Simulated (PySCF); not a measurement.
PySCF input:

```python
from pyscf import gto, scf, dft

mol = gto.M(
    atom='''
    C     1.18433742   -0.34199821    0.02717061
    C    -0.09903702    0.16428071   -0.38733123
    O    -1.21338877    0.30347922    0.10528581
    H     1.47489969   -1.13657405   -0.67327228
    H     1.92281574    0.45922960   -0.11096420
    H     1.18123417   -0.70542814    1.06103945
    H    -1.38364183    0.02124389    1.04187425
    ''',
    basis='def2-tzvpd',
    charge=1,
    spin=1,
    verbose=4,
)

mf = dft.UKS(mol, xc='tpss').density_fit(auxbasis='def2-universal-jkfit')
mf.grids.level = 3
mf.conv_tol = 1e-9
mf.max_cycle = 100
mf.max_memory = 1500
mf.kernel()
if not mf.converged:
    mf = mf.newton()
    mf.kernel(mf.make_rdm1())
for _ in range(2):
    mo, _, stable, _ = mf.stability(return_status=True)
    if stable:
        break
    mf.kernel(mf.make_rdm1(mo, mf.mo_occ))
mf.analyze()
```

Task: Predict the final energy.

Result: -153.53878 Eh (TPSS/def2-TZVPD).
